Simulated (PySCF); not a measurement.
One of the candidates below gave these computed data.

All candidates are C5H9NSi.

| technique | computed result |
| --- | --- |
| Dipole | 1.34 D [B3LYP/def2-SVPD] |
| NMR, other nuclei | isotropic shieldings of nuclei other than C and H, by class: -162 (1 N), 352 (1 Si) ppm [GIAO PBE0/pcSseg-1] |
| UV, first state | lowest singlet excitation: 4.00 eV (310 nm, f = 0.000) [TDDFT B3LYP/def2-SVPD] |
| Rotational structure | rotational constants A, B, C: 4.883, 1.491, 1.299 GHz [GFN2-xTB] |
| Polarisability | 91.4 au [B3LYP/def2-SVPD] |
| Triplet | lowest triplet excitation (Tamm–Dancoff): 3.41 eV [TDA B3LYP/def2-SVPD] |
| 13C NMR | chemical shifts (computed TMS as zero) by class: 172.6 (1 C), 138.1 (2 C), 23.2 (2 C) ppm [GIAO PBE0/pcSseg-1] |
| UV, strongest line | among the 8 lowest singlet transitions: S3 at 6.03 eV (206 nm, f = 0.162) [TDDFT B3LYP/def2-SVPD] |

Electronic properties: PySCF, gas phase, density fitting. Levels stand in brackets. The structure is a single GFN2-xTB conformer in the gas phase; no vibrational or solvent corrections. NMR classes are plain means over equivalent atoms (diastereotopic ones count apart unless rotation or inversion swaps them), as if these changed places fast.

Question: Which candidate is it?
A. `C=C/N=C/C(=C)[SiH3]`
B. `C=C(C#N)[SiH](C)C`
C. `C=N[SiH]1CC=CC1`

Answer: C. It is `C=N[SiH]1CC=CC1`. Numbering: `[CH2:1]=[N:2][SiH:3]1[CH2:4][CH:5]=[CH:6][CH2:7]1`. Its formula, C5H9NSi, gives 3 degrees of unsaturation: 1 ring and 2 π bonds in the structure found. 5 carbons fall into 3 classes; from least to most shielded: C=N carbon [C1] (172.6 ppm), alkene CH carbon [C5/C6] (138.1 ppm, 2 C), ring sp3 carbon bound to silicon [C4/C7] (23.2 ppm, 2 C). The other shieldings belong to: -162 ppm, C=N nitrogen [N2]; 352 ppm, SiH silicon [Si3]. S1 is mainly HOMO−1→LUMO (weight 0.99); the largest Löwdin shares of the orbital it empties are 0.57 on the C=N nitrogen, 0.16 on the C=N carbon, 0.09 on the SiH silicon and 0.06 on a hydrogen on a C=N carbon, of the orbital it fills 0.42 on the C=N carbon, 0.34 on the C=N nitrogen and 0.07 on each of 2 atoms of one kind (hydrogen on a C=N carbon). The optimised geometry has point group Cs and is an asymmetric top.

The others, at the same levels:
- `C=C/N=C/C(=C)[SiH3]` fails: it has 5 carbon classes against 3; its computed 13C shifts are 169.7 (1 C), 155.6 (1 C), 152.5 (1 C), 146.3 (1 C), 127.7 (1 C) ppm, rotational constant A is 4.061 GHz (against 4.883 GHz) and smallest rotational constant is 0.964 GHz (against 1.299 GHz).
- `C=C(C#N)[SiH](C)C` fails: it has 4 carbon classes against 3; its computed 13C shifts are 153.9 (1 C), 131.3 (1 C), 123.7 (1 C), -3.2 (2 C) ppm, lowest singlet excitation is 5.56 eV (223 nm, f = 0.002) (against 4.00 eV) and lowest triplet excitation (Tamm–Dancoff) is 3.70 eV (against 3.41 eV).

Each candidate is one conformer, not necessarily the lowest. The conformers computed, where there is a choice (atom-mapped SMILES and torsion angles):
- `[CH2:1]=[CH:2]/[N:3]=[CH:4]/[C:5](=[CH2:6])[SiH3:7]`: C1–C2–N3–C4 180°, N3–C4–C5–C6 180°
- `[CH2:1]=[C:2]([C:3]#[N:4])[SiH:5]([CH3:6])[CH3:7]`: C1–C2–Si5–C6 120°

The conformers of `C=N[SiH]1CC=CC1` aren't listed.
